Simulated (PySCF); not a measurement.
CdF₂, SMILES [F][Cd][F]. Heavy atoms are numbered as in [Cd:1]([F:2])[F:3].

Geometry: PBE0-D3(BJ)/def2-TZVP. The def2 effective core potentials stand for the cores of Cd; spin–orbit coupling is left out.

Calculation: M06-2X/def2-TZVPD (PySCF).

Mulliken values depend strongly on the basis, most of all with diffuse functions as here. ESP charges are fitted to the potential on shells at 1.4 to 2.0 van der Waals radii. Atomic charges (e), one atom of each kind:

```json
[
 {"atom": "Cd1", "ESP fit": "1.12", "Mulliken": "1.41"},
 {"atom": "F2", "ESP fit": "-0.56", "Mulliken": "-0.71"}
]
```
